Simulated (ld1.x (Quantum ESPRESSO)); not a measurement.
**Ranking TM potentials for molybdenum**

All share these settings but for the change named:

Mo, norm-conserving Troullier–Martins (Kleinman–Bylander form), made with ld1.x (Quantum ESPRESSO) 7.5 (LDA (PZ), scalar-relativistic). Core [Ar] 3d10, reference 4s2 4p6 4d4.5 5s0 5p0 (charge +1.5). Waves: 4s (bound): rc 1.85 bohr; 4d (bound): rc 1.60 bohr; 4p (bound): rc 2.05 bohr. Local part: the p channel. Core correction: Bessel-smoothed model core inside 0.90 bohr.

Test errors are all-electron minus pseudo excitation energies from the reference, over 4s2 4p6 4d5 5s1 5p0; 4s2 4p6 4d5 5s0 5p0; 4s2 4p6 4d4 5s0 5p0; 4s2 4p6 4d4 5s2 5p0; 4s2 4p6 4d2 5s0 5p0; 4s2 4p6 4d5 5s0 5p1; 4s2 4p6 4d4 5s1 5p0. None of these files shows a bound ghost.

The base gives 1427.7 meV.

Of 10 variants that were run, those that failed, showed a ghost or another fault, or gave nearly equal values are left out.

Task: Rank these variants by their largest absolute test error, smallest first.
A. wave 4s (bound): rc 1.85 bohr becomes 4s (bound): rc 1.76 bohr
B. wave 4s (bound): rc 1.85 bohr becomes 4s (bound): rc 1.58 bohr
C. wave 4s (bound): rc 1.85 bohr becomes 4s (bound): rc 2.78 bohr
D. wave 4s (bound): rc 1.85 bohr becomes 4s (bound): rc 1.92 bohr
E. wave 4s (bound): rc 1.85 bohr becomes 4s (bound): rc 2.06 bohr

Result: B (766.1 meV), A (1159.5 meV), D (1737.8 meV), E (2079.0 meV), C (3640.2 meV).
